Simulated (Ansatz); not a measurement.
# Worked example: C2H6GeSi + C2H3Cl2Si → C2H5GeSi + C2H4Cl2Si

Species: C2H6GeSi `[SiH3]C#[C][GeH3]`, singlet; C2H3Cl2Si `[H]/[C]=C/[SiH](Cl)Cl`, doublet; C2H5GeSi `[SiH2]C#[C][GeH3]`, doublet; C2H4Cl2Si `C=C[SiH](Cl)Cl`, singlet. A radical takes H: the energy is the difference in strength between the Si–H bond broken and the C–H bond made.

Shapes, held fixed at every level: PBE0-D4/def2-TZVP. Flexible molecules stand in one conformer, not always the lowest. Programs: Ansatz 0.2.0. Electronic energies: no zero-point or thermal term.

At B2PLYP/def2-TZVPP; 1 Eh = 2625.50 kJ/mol:

```
  species   energy (Eh)
 C2H6GeSi  -2445.727786
C2H3Cl2Si  -1287.533694
 C2H5GeSi  -2445.079914
C2H4Cl2Si  -1288.215236
```

Q: Work out ΔE of the reaction at this level.

A: 
1. Products less reactants: (-2445.079914) + (-1288.215236) − [(-2445.727786) + (-1287.533694)] = -0.033670 Eh = -88.4 kJ/mol.

Other levels give -108.8 (SPW92/def2-TZVPP) to -60.2 kJ/mol (HF/def2-TZVPP). No measured value is set beside it here. Spin contamination: C2H3Cl2Si (⟨S²⟩ up to 0.92), C2H5GeSi (⟨S²⟩ up to 0.87). Open shells run unrestricted. Relativity is left out for Ge. Outer-core shells of Ge are correlated, in sets that cover them unevenly.
